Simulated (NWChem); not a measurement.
System: CAuIO; SMILES [O+]#[C-]->[Au][I]

Here is an NWChem input.

```
start job
memory heap 200 mb stack 900 mb global 1100 mb
geometry units angstroms noautoz
  Au     0.001688     0.648732     0.000000
  I     -0.000825    -1.903522     0.000000
  O     -0.007374     3.708325     0.000000
  C     -0.001983     2.577284     0.000000
end
basis spherical
  Au library def2-svp
  I library def2-svp
  O library def2-svp
  C library def2-svp
end
ecp
  I library def2-ecp
  Au library def2-ecp
end
dft
  xc xwpbe 0.80 cpbe96 1.0 hfexch 1.00
  cam 0.2 cam_alpha 0.2 cam_beta 0.8
  iterations 150
  mulliken
end
task dft energy
```

Structure relaxed at the PBE0/def2-SVP level. def2 effective core potentials on I, Au; no spin-orbit coupling.

Question: Give the results of this calculation. (LRC-wPBEh/def2-SVP with def2 effective core potentials on I, Au.) Quantities: energy (Ha); highest occupied level (eV); orbital gap (eV); dipole (D).

Answer: 
| Quantity | Result |
|---|---|
| energy (Ha) | -546.66 |
| highest occupied level (eV) | -8.79 |
| orbital gap (eV) | 8.00 |
| dipole (D) | 4.34 |
